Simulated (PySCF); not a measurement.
**C₆ coefficients of unlike pairs at r2SCANh**

Calculated with PySCF 2.14 from the dipole response of each species, C₆(A,B) = (3/π) ∫ α_A(iu) α_B(iu) du, in atomic units, from isotropic polarisabilities. For ions this is the dispersion term alone; charge-induced terms of lower order in 1/R come first.

| species | configuration | basis | relativity | α (bohr³) | C₆ (like pair) |
| --- | --- | --- | --- | --- | --- |
| Pd⁺ | [Kr] 4d9 (2D) | def2-QZVPPD with the def2 core potential (28 electrons) (7s5p4d4f2g) | core potential | 11.74 | 72.25 |
| Ag⁺ | [Kr] 4d10 (1S) | x2c-QZVPPall with one added diffuse shell each of s, p, d, f, g type (14s9p8d5f3g) | spin-free X2C | 10.03 | 60.50 |
| Ga | [Ar] 3d10 4s2 4p1 (2P) | aug-cc-pwCVTZ-PP with ECP10MDF (8s7p6d4f1g) | core potential | 57.05 | 499.8 |

Problem. Estimate C₆ for Ga with Ag⁺.

Solution. The integral gives 146.3. The combination rule 2 C_A C_B / (C_A α_B/α_A + C_B α_A/α_B) gives 140.0 and the geometric mean 173.9.

No spin-orbit coupling is included.

The other pairs:

| pair | C₆ |
| --- | --- |
| Ga, Pd⁺ | 164.6 |
| Ag⁺, Pd⁺ | 66.01 |
